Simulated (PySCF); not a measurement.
# Hg₂Se, singlet: molecular constants

Computed with PySCF, B3LYP, basis Se def2-SVP, Hg def2-SVP with ECP60 (scalar-relativistic core potentials, no spin–orbit coupling, density fitting).

The structure is a minimum.

- Point group: D∞h
- Bond lengths: Se–Hg 2.611 Å (×2)
- Bond angles: Hg–Se–Hg 180.0°
- Atomisation energy without zero-point energy: 46 kJ/mol
- Principal polarisabilities: 62.1, 62.1, 263.5 bohr³
- Heat capacity Cp at 298.15 K: 61.9 J/(mol K)
- Enthalpy at 298.15 K above 0 K: 16.87 kJ/mol
- Entropy at 298.15 K and 1 bar: 346.0 J/(mol K)
- Rotational constants: 0.00612 cm⁻¹
- Principal quadrupole moments (Buckingham, traceless) about the centre of mass: -9.49, -9.49, 18.98 D Å
- Highest occupied level: -5.85 eV
- Dipole moment: 0.00 D
- Rotational symmetry number: 2
- Zero-point energy: 1.9 kJ/mol
- Lowest empty level: -3.98 eV

Harmonic modes (masses in u: Se 79.917, Hg 201.971):
```csv
symmetry,ω (cm⁻¹),"IR (km/mol, summed over degenerate members)",μ (u)
πu,41,8.2,88.78
σg+,86,0.0,201.97
σu+,145,16.0,88.78
```

In D∞h the vibrations span πu + σg+ + σu+. The σg+ mode carries no infrared intensity, as symmetry demands. With a centre of inversion only u modes can be infrared active and only g modes Raman active.

Charges (e):
```
 atom  Mulliken  Löwdin  polar tensor  Mayer order to Se1
  Se1     -0.31   -0.09         -0.01                   –
Hg2,3      0.15    0.05          0.00                0.86
```

Mulliken populations on Se1: s 7.92, p 16.36, d 10.03.

Outer orbital energies (eV). occupied: -12.26, -12.26, -12.26, -12.21, -9.36, -7.48, -5.85, -5.85; empty: -3.98, -0.64, -0.64, 0.00.

Only a few start shapes were tried, so a lower isomer may exist. With an element this heavy the missing spin–orbit coupling can shift these numbers.

The final relaxation and frequency run took about 50 core-seconds on a shared host.
